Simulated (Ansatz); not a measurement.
Two members of one family (Series CrX2), computed with Ansatz in the gas phase. The two geometries come from different levels. HOMO and LUMO are taken over both spins. Binding counts from free atoms in the multiplicity of their measured ground term, without zero-point energy. Singlets are spin-restricted. Names give formal oxidation states. The structures are stationary points that may keep the symmetry of their start. Remarks come from the PBE and PBE0 runs and from stability tests at other levels; not every state was tested. HOMO above LUMO (over both spins in singlets and doublets, within one spin in higher multiplets; at PBE or PBE0), or a gap under 0.15 eV within one spin, warns that the state may not be the lowest or that an electron is smeared out.

First: CrF2 (quintet, charge 0, B3LYP-D4/def2-TZVP geometry).

```xyz
3

Cr    0.2226    0.1119   -0.3499
F    -1.4952   -0.1330   -0.7297
F     1.2727    0.0211    1.0796
```

| level | HOMO (eV) | LUMO (eV) | gap (eV) | binding per atom (eV) |
| --- | --- | --- | --- | --- |
| LDA (SPW92)/def2-TZVP | -5.65 | -5.28 | 0.37 | 3.98 |
| revPBE-D4/def2-TZVP | -5.44 | -4.71 | 0.73 | 3.34 |
| BLYP-D4/def2-TZVP | -5.40 | -4.65 | 0.74 | 3.52 |
| r2SCAN-D4/def2-TZVP | -6.05 | -4.65 | 1.40 | 3.30 |
| PBE0-D4/def2-SVP | -7.26 | -3.04 | 4.21 | 3.15 |

Metal–donor distances: 2 × F 1.78 Å. Remarks: HOMO above LUMO (singlet), restricted SCF unstable (singlet), spin-contaminated (⟨S²⟩ up to 2.98) (triplet).

Second: Cr(SH)2 (quintet, charge 0, PBE-D4/def2-TZVP geometry).

```xyz
5

Cr   -0.001   -0.001    0.003
S     0.419   -1.865   -1.193
H     0.063   -2.724   -0.202
S    -0.420    1.868    1.193
H    -0.061    2.723    0.199
```

Problem. Estimate how these quantities change from the first to the second (second minus first).

Solution. 
```json
{"level": "LDA (SPW92)/def2-TZVP", "Δ HOMO (eV)": "-0.14", "Δ LUMO (eV)": "0.38", "Δ gap (eV)": "0.52", "Δ binding per atom (eV)": "-0.86"}
{"level": "revPBE-D4/def2-TZVP", "Δ HOMO (eV)": "-0.17", "Δ LUMO (eV)": "0.12", "Δ gap (eV)": "0.29", "Δ binding per atom (eV)": "-0.67"}
{"level": "BLYP-D4/def2-TZVP", "Δ HOMO (eV)": "-0.07", "Δ LUMO (eV)": "0.21", "Δ gap (eV)": "0.29", "Δ binding per atom (eV)": "-0.81"}
{"level": "r2SCAN-D4/def2-TZVP", "Δ HOMO (eV)": "0.00", "Δ LUMO (eV)": "0.00", "Δ gap (eV)": "0.00", "Δ binding per atom (eV)": "-0.63"}
{"level": "PBE0-D4/def2-SVP", "Δ HOMO (eV)": "0.21", "Δ LUMO (eV)": "-0.64", "Δ gap (eV)": "-0.85", "Δ binding per atom (eV)": "-0.56"}
```

Metal–donor distances: 2 × S 2.25 Å. Remarks: spin-contaminated (⟨S²⟩ up to 6.18), restricted SCF unstable in HF (singlet), spin-contaminated (⟨S²⟩ up to 3.02) (triplet).
